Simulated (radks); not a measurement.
The numbers below are computed, except where a source is named.
Question: Species: Cs XXXIX. Configuration: [Ne] 3s2 3p5. Code: a radial shooting solver on a logarithmic mesh with Libxc functionals. Model: Dirac Kohn-Sham, PBE, spin-unpolarised, spherical densities, finite nucleus; open shells fill j = l - 1/2 first; Fermi nuclear charge, rms radius 4.8041 fm. Some entries of the table are withheld. Estimate them.

orbital  occ.  eigenvalue (eV)  <1/r> (bohr^-1)
1s1/2       2        -37952.07            59.40
2s1/2       2        -7724.712            14.08
2p1/2       2        -7415.257              (1)
2p3/2       4        -7055.922              (2)
3s1/2       2        -2933.721              (3)
3p1/2       2              (4)              (5)
3p3/2       3              (6)              (7)

Answer: 
(1) 2p1/2 <1/r> (bohr^-1): 14.02
(2) 2p3/2 <1/r> (bohr^-1): 12.85
(3) 3s1/2 <1/r> (bohr^-1): 5.581
(4) 3p1/2 eigenvalue (eV): -2818.992
(5) 3p1/2 <1/r> (bohr^-1): 5.514
(6) 3p3/2 eigenvalue (eV): -2731.553
(7) 3p3/2 <1/r> (bohr^-1): 5.213
